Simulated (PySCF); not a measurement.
CH₆AlNO₂.

```xyz
11

Al     0.0116     0.5294     0.0000
N      0.7297    -1.0894     0.0000
C      0.0141    -2.3549     0.0000
H      1.7375    -1.2166     0.0000
H      0.2369    -2.9736    -0.8910
H      0.2369    -2.9736     0.8910
H     -1.0713    -2.1706     0.0000
O     -1.6885     0.6155     0.0000
H     -2.1844     1.4379     0.0000
O      0.9171     1.9726     0.0000
H      1.8722     2.0644     0.0000
```

Coordinates come from a B3LYP-D3(BJ)/def2-SVP optimisation. The structure was generated by enumeration; whether it is a known compound was not checked. One conformer was computed; it need not be the lowest.

Method: PBE/pcSseg-1 run with PySCF. Non-relativistic, no solvent.

Q: Give the absolute GIAO shielding of each atom: isotropic value and principal components (ppm). (The exact figures need the calculation; the answer reports its results.)

A: 
| atom | σ(iso) | σ11 | σ22 | σ33 | span |
|---|---|---|---|---|---|
| Al1 | 438.3 | 390.0 | 445.5 | 479.6 | 89.6 |
| N2 | 244.0 | 212.6 | 252.9 | 266.4 | 53.8 |
| C3 | 145.8 | 119.6 | 137.6 | 180.2 | 60.6 |
| H4 | 31.6 | 23.0 | 30.8 | 41.0 | 18.0 |
| H5 | 28.4 | 23.4 | 26.2 | 35.5 | 12.1 |
| H6 | 28.4 | 23.4 | 26.2 | 35.5 | 12.1 |
| H7 | 28.2 | 23.6 | 28.0 | 33.1 | 9.5 |
| O8 | 331.6 | 317.6 | 322.2 | 355.1 | 37.5 |
| H9 | 30.3 | 22.5 | 24.3 | 44.3 | 21.7 |
| O10 | 322.0 | 304.4 | 306.4 | 355.1 | 50.6 |
| H11 | 30.3 | 22.5 | 24.5 | 43.9 | 21.4 |
